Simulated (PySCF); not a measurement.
GeHFBr₂, SMILES [F][GeH]([Br])[Br]. Coordinates come from a PBE-D3(BJ)/def2-SVP optimisation. This is a generated structure with no PubChem entry under its InChIKey; it may be hypothetical.

### Question
Give the equilibrium geometry at PBE-D3(BJ)/def2-SVP (PySCF confirms it by a frequency run) as Cartesian coordinates in Å, and its point group. (An estimate is asked for; the answer gives what the named calculation found.)

### Answer
point group Cs.
```xyz
5

Ge     0.3551     0.6562     0.0000
F     -0.7354     2.0230     0.0000
Br    -0.0935    -0.5772    -1.8896
Br    -0.0935    -0.5772     1.8896
H      1.7999     1.1969     0.0000
```
Charge 0, spin multiplicity 1.
